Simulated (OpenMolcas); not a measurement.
## Os5+: moving or changing the point charges

Os5+ among 8 point charges of -1.2 e arranged as a cube (Oh), 1.94 Å from the ion.

```yaml
Program: OpenMolcas
Method: CASSCF
Basis: ANO-RCC-VDZP [7s6p4d2f1g]
Scalar_Hamiltonian: DKH2, point nucleus
Active_space: 3 electrons in 5 orbitals (5d)
State_averaging: 2S+1 = 4 even, 10 roots; 2S+1 = 2 even, 40 roots
Spin-orbit_coupling: state interaction with AMFI integrals over the reference wave functions
```

Runs around this geometry, states (labels of O, the rotations of Oh). Energies in cm-1 above the lowest state or level, χT in cm3 K/mol; under a threefold ground state the first gap can be a small split of the lowest multiplet, not the spin-orbit step; 10Dq and B are least-squares fits to the states below 45000 cm-1, weighted by degeneracy, with a free offset, and given where the rms deviation is under 5 % of |10Dq| (or 100 cm-1) and under 700 cm-1; 10Dq is negative for this site.

```json
{"R (Å)": "1.94", "q (e)": "-0.78", "Ground state": "4T1", "First state of that spin": "4T2 3299", "10Dq": "-4028", "B (rms of fit)": "897 (48)", "First gap with spin-orbit (degeneracies)": "6121 (4, 2)", "χT at 300 K": "0.119", "First state of another spin": "2E 13204"}
{"R (Å)": "1.77", "q (e)": "-1.2", "Ground state": "4T1", "First state of that spin": "4T2 8322", "10Dq": "-9740", "B (rms of fit)": "888 (120)", "First gap with spin-orbit (degeneracies)": "5640 (4, 2)", "χT at 300 K": "0.137", "First state of another spin": "2E 7711"}
{"R (Å)": "1.94", "q (e)": "-1.2", "Ground state": "4T1", "First state of that spin": "4T2 5215", "10Dq": "-6256", "B (rms of fit)": "895 (75)", "First gap with spin-orbit (degeneracies)": "5846 (4, 2)", "χT at 300 K": "0.120", "First state of another spin": "2E 11154"}
```

Taking |10Dq| as R^-n, n = -ln(6256 / 9740) / ln(1.94 / 1.77) = 4.8 between the shortest and longest distance. The point-charge formula for a cubic d site gives n = 5.

Scaling the charges by -0.78 / -1.2 = 0.65 scales |10Dq| by 4028 / 6256 = 0.64; with fixed orbitals a first-order splitting would follow the charge.

Without dynamic correlation the repulsion within the d shell is too large (B by tens of per cent), so at a given field states of lower spin stand too high. Point charges give a weaker field than real ligands, and real ions of this kind are as a rule low spin; the high spin found here belongs to the model. Spin-orbit coupling mixes the spin-free states strongly: the lowest level takes only 52 % from its leading state, 4T1 (figures for R = 1.94, q = -0.78; the like holds for R = 1.77, q = -1.2, R = 1.94, q = -1.2). Point charges carry no covalency, so the field is a model and not that of real ligands. No measured value stands beside these numbers.
